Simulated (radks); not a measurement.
Results of a calculation; reference values are marked as such.
All-electron atom: Ga2+ in [Ar] 3d10 5s1 (not the ground configuration).

Code: a radial shooting solver on a logarithmic mesh with Libxc functionals. Model: Dirac Kohn-Sham, PBE, spin-unpolarised, spherical densities, finite nucleus; Fermi nuclear charge, rms radius 3.9973 fm.

Energy parts (hartree):
| part | energy |
|---|---|
| total | -1942.37808 |
| kinetic | 1980.96024 |
| electron-nucleus | -4659.14834 |
| Hartree | 810.72967 |
| exchange-correlation | -74.91965 |

Orbitals (lengths in bohr, moments of r in powers of bohr; r(max) is where P^2 peaks):
orbital  occ.  eigenvalue (hartree)   r(max)
1s1/2       2             -376.8296  0.03178
2s1/2       2             -47.34444   0.1825
2p1/2       2             -42.02387   0.1445
2p3/2       4             -41.00732   0.1474
3s1/2       2              -6.42292   0.5648
3p1/2       2              -4.70271   0.5617
3p3/2       4              -4.56962   0.5700
3d3/2       4              -1.68537   0.5318
3d5/2       6              -1.66810   0.5347
5s1/2       1              -0.43168    4.387

The highest occupied level is 5s1/2 at -11.747 eV. Summed over all electrons, <r^2> = 35.91 bohr^2, which gives a Langevin (diamagnetic) susceptibility term of -28.4 x 10^-6 cm^3/mol. The electron density at the nucleus is 2.823e+04 e/bohr^3.

Run on one thread of a shared host, so times are rough (Intel(R) Xeon(R) Platinum 8559C): 0.09 s of CPU time, 0.09 s wall, 16 iterations on 2254 mesh points.
